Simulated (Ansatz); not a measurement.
Species: sum formula AlOBr (charge -1, doublet). 
Coordinates optimised at B3LYP-D3(BJ)/def2-TZVP (Ansatz, an electronic-structure program):
```xyz
3

Al     0.9467    -0.7610    -0.7292
O      2.1301     0.0215    -1.5477
Br    -0.8385     0.2778     0.6246
```
Charge -1, spin multiplicity 2.

Basis-set convergence of Hartree-Fock and CCSD correlation energies (hartree) with Ansatz. Correlated levels leave the core frozen unless marked. UHF or UKS for open shells. No spin-orbit coupling. Frozen are the shells of the preceding noble gas and the d and f shells that filled before the atom's block. Non-relativistic. This anion needs diffuse functions, which these sets lack.

| basis | functions | E(HF) | E(corr, CCSD) |
|---|---|---|---|
| def2-SVP | 64 | -2888.81624 | -0.37938 |
| def2-TZVPP | 121 | [?] | [?] |

Task: Some entries are withheld; supply them.

Result: 
- def2-TZVPP, E(HF): -2889.32780
- def2-TZVPP, E(corr, CCSD): -0.48728
